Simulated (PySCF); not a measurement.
Compound: C9H17N.
Atom-mapped SMILES: `[CH3:1][NH:2][C@:3]12[CH2:4][CH2:5][CH2:6][C@H:7]1[CH2:8][CH2:9][CH2:10]2`

NICS = −σ at a ghost point: NICS(0) at the centroid of the ring atoms, NICS(1) 1 Å to either side along the normal of their mean plane, zz for the tensor component along that normal. Level: GIAO PBE0/pcSseg-1 (PySCF, non-relativistic, gas phase) on the PBE0-D3(BJ)/def2-SVP geometry, one conformer.

Ring bond lengths (Å), with Mayer bond orders in brackets: C3–C4 1.541 (0.98), C4–C5 1.522 (1.02), C5–C6 1.524 (1.04), C6–C7 1.537 (1.01), C7–C3 1.570 (0.95); C3–C7 1.570 (0.95), C7–C8 1.533 (1.03), C8–C9 1.528 (1.02), C9–C10 1.524 (1.02), C10–C3 1.546 (1.00).

Q: What do the NICS probes read (ppm)?

A: 
```
           ring                                            type  NICS(0)  NICS(1), two faces  NICS(1)zz, two faces  rms pucker (Å)  centre to ring atoms, mean (Å)
 C3–C4–C5–C6–C7  5-membered carbocycle; formal bonds all single     -5.9         -4.7 / -3.7           -2.5 / -2.9            0.19                            1.29
C3–C7–C8–C9–C10  5-membered carbocycle; formal bonds all single     -5.9         -4.9 / -3.7           -2.0 / -2.8            0.18                            1.29
```

Q: What do they say, and how far can they be read as aromaticity?

A: 
- C3–C4–C5–C6–C7: mean NICS(1)zz -2.7 ppm, near zero. C3, C4, C5, C6, C7 have four or more neighbours, so the value isn't read as a sign of a π ring current.
- C3–C7–C8–C9–C10: mean NICS(1)zz -2.4 ppm, near zero. C3, C7, C8, C9, C10 have four or more neighbours, so the value isn't read as a sign of a π ring current.

Q: How do the values depend on the level or the medium?

A: 
| level | NICS(0), C3–C4–C5–C6–C7 | mean NICS(1)zz, C3–C4–C5–C6–C7 | NICS(0), C3–C7–C8–C9–C10 | mean NICS(1)zz, C3–C7–C8–C9–C10 |
| --- | --- | --- | --- | --- |
| PBE0/pcSseg-1, gas | -5.9 | -2.7 | -5.9 | -2.4 |
| wB97X-D/pcSseg-1, gas | -5.8 | -2.5 | -5.8 | -2.3 |

The geometry is the same throughout.

On one thread, AMD EPYC (x86_64), shared host with 64 logical CPUs at a one-minute load of 60, this took 2.6 min wall and 1.3 GiB of memory at its peak. This is the whole shielding run at PBE0/pcSseg-1, SCF included.
